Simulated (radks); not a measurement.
Task: The mean radii <r> (bohr) of the occupied orbitals of an atom or ion are listed with their occupations. All-electron calculation, Dirac Kohn-Sham, BLYP, spin-unpolarised, spherical densities, finite nucleus; Fermi nuclear charge, rms radius of each element as measured or else 0.836 A^(1/3) + 0.57 fm. Program: a radial shooting solver on a logarithmic mesh with Libxc functionals.

orbital  occ.      <r>
1s1/2       2  0.05842
2s1/2       2   0.2620
2p1/2       2   0.2279
2p3/2       3   0.2308
3s1/2       2   0.6991
3p1/2       2   0.6928
3p3/2       2   0.6979

Name the element and its charge.

Result: Z = 26, iron, charge +11: Fe11+ in [He] 2s2 2p(1/2: 2, 3/2: 3) 3s2 3p(1/2: 2, 3/2: 2). The 1s radius gives Z: for a bare nucleus <r> = (2 gamma + 1)/(2Z) with gamma = sqrt(1 - (Z/c)^2), 0.05699 bohr for Z = 26, and screening makes it slightly larger (0.05842 here). The occupations add up to 15, and the charge is Z minus that.
